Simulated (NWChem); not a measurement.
A series in which one site is exchanged, each optimised at PBE0/def2-SVP with NWChem, gas phase unless a solvent is named. All stand in one matching conformer (torsions within 35°), which need not be the lowest. Some are not confirmed as minima by frequencies. def2 effective core potentials on In; no spin-orbit coupling.

A: [F][Al]([AsH2])[F] (AlAsH$_{2}$F$_{2}$; site = Al)
B: FB(F)[AsH2] (BAsH$_{2}$F$_{2}$; site = B)
C: [F][Ga]([F])[AsH2] (GaAsH$_{2}$F$_{2}$; site = Ga)
D: [AsH2][In]([F])[F] (InAsH₂F₂; site = In)

**Question.** Rank them by orbital gap (eV), PBE0/def2-SVP, lowest first.

**Answer.** D (6.23), C (7.06), A (7.16), B (7.46)
